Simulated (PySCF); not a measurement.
Isomers of C5H8F3OP, from PySCF 2.14.0, PBE0-D3(BJ)/def2-SVP geometry optimisation, gas phase. One conformer each, no zero-point energy, no frequencies.

Problem. Which is lowest in electronic energy at this level?
A. `[CH3:1][O:2][CH2:3][P:4]([CH3:5])[C:6]([F:7])=[C:8]([F:9])[F:10]` with C1–O2–C3–P4 -171°, O2–C3–P4–C5 -48°, C3–P4–C6–F7 -156°: A = 1279, B = 1003, C = 655.7 MHz, dipole 2.75 D
B. `[O:1]=[P@@H:2]1[CH2:3][CH2:4][C@H:5]([C:6]([F:7])([F:8])[F:9])[CH2:10]1` with O1–P2–C3–C4 -109°, P2–C3–C4–C5 -38°, C3–C4–C5–C6 173°, C4–C5–C10–P2 -36°: A = 2449, B = 646.8, C = 592.5 MHz, dipole 3.50 D
C. `[CH3:1][CH2:2][P@:3]([CH3:4])(=[O:5])[C:6]([F:7])=[C:8]([F:9])[F:10]` with C1–C2–P3–C4 -56°, C2–P3–C6–F7 -73°: A = 1537, B = 838.3, C = 714.6 MHz, dipole 3.48 D

Solution. B. That is `O=[P@@H]1CC[C@H](C(F)(F)F)C1`, 40.1 kcal/mol below the next.

```tsv
SMILES	mapped SMILES	E (Eh)	relative (kcal/mol)	relative (kJ/mol)	dipole (D)
O=[P@@H]1CC[C@H](C(F)(F)F)C1	[O:1]=[P@@H:2]1[CH2:3][CH2:4][C@H:5]([C:6]([F:7])([F:8])[F:9])[CH2:10]1	-910.25391	0.0	0.0	3.50
CC[P@](C)(=O)C(F)=C(F)F	[CH3:1][CH2:2][P@:3]([CH3:4])(=[O:5])[C:6]([F:7])=[C:8]([F:9])[F:10]	-910.19004	40.1	167.7	3.48
COCP(C)C(F)=C(F)F	[CH3:1][O:2][CH2:3][P:4]([CH3:5])[C:6]([F:7])=[C:8]([F:9])[F:10]	-910.13935	71.9	300.8	2.75
```

As drawn, the lowest has a P=O bond, which the highest lacks; the highest has a C=C bond outside aromatic rings, which the lowest lacks.
